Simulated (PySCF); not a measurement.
GeH4SSe, SMILES S[Se][GeH3].

The structure is a stationary point at PBE-D3(BJ)/def2-SVP. The structure was generated by enumeration, and PubChem lists no compound with its InChIKey, so it may never have been made. Other conformers were not sampled.

Two levels are set side by side: PBE/def2-TZVPD (PySCF) and PBE0/def2-TZVPD (PySCF). Same geometry, gas phase. Differences are taken from unrounded values.

```json
[
 {"quantity": "orbital gap (eV)", "PBE0": "5.32"},
 {"quantity": "highest occupied level (eV)", "PBE0": "-7.08"},
 {"quantity": "lowest empty level (eV)", "PBE0": "-1.75"},
 {"quantity": "dipole moment (D)", "PBE0": "1.41"},
 {"quantity": "mean polarisability (bohr³)", "PBE0": "86.6"}
]
```

### Question
What does PBE give, and how far is it from PBE0? (An estimate is asked for; the answer gives what the named calculation found.)

### Answer

```
quantity                       PBE  PBE minus PBE0
---------------------------  -----  --------------
orbital gap (eV)              3.30           -2.03
highest occupied level (eV)  -5.95            1.13
lowest empty level (eV)      -2.65           -0.90
dipole moment (D)             1.28           -0.12
mean polarisability (bohr³)   89.7             3.1
```

PBE's occupied levels lie high since its potential decays too fast outside the molecule; exact exchange lowers them and widens the gap. PBE's more diffuse valence density responds more strongly to a field. Differences between two approximate levels are no errors against the true value.

Rough cost on one machine, each run with all the roots and properties that it gave: PBE0 against PBE within a factor of 2.
